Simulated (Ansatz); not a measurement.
`C[O][W](=[NH])(=[NH])[NH2]`. Total charge 0; spin multiplicity 1. W: def2 effective core potential. Geometry: relaxed with PBE0-D4/def2-TZVP. It is one conformer, not always the lowest.

```xyz
13

C    -1.272   -1.893    0.685
O    -0.182   -1.243    0.101
W     0.354    0.543   -0.193
N    -0.815    1.328   -1.240
N     0.532    1.349    1.356
N     2.088    0.593   -1.094
H    -1.121   -2.973    0.613
H    -1.368   -1.623    1.743
H    -2.204   -1.634    0.170
H    -1.508    2.004   -1.518
H     0.355    2.035    2.070
H     2.954    0.762   -0.608
H     2.188    0.751   -2.085
```

Task: What is the dipole moment at r2SCAN/def2-TZVPP? (Estimate.)

Result: Computed: 0.53 D, with components (0.01, 0.53, 0.00) D in this frame, pointing from negative to positive charge.

Task: And with PBE, B3LYP, ωB97M-V? (Estimate.)

Result: Ansatz gave: PBE 0.54 D, B3LYP 0.59 D, ωB97M-V 0.65 D.

Task: Give the Mulliken charges with r2SCAN, PBE, ωB97M-V in def2-TZVPP. (Best estimate.)

Result: Computed: 
```csv
atom,r2SCAN,PBE,ωB97M-V
C1,0.03,-0.11,-0.15
O2,-0.42,-0.33,-0.41
W3,0.95,0.67,0.90
N4,-0.47,-0.39,-0.41
N5,-0.47,-0.39,-0.41
N6,-0.49,-0.42,-0.41
H7,0.06,0.10,0.12
H8,0.06,0.09,0.11
H9,0.06,0.09,0.11
H10,0.17,0.17,0.13
H11,0.17,0.17,0.13
H12,0.18,0.17,0.14
H13,0.18,0.17,0.14
```

B3LYP here is the variant with VWN-RPA as its local correlation; programs differ in this.
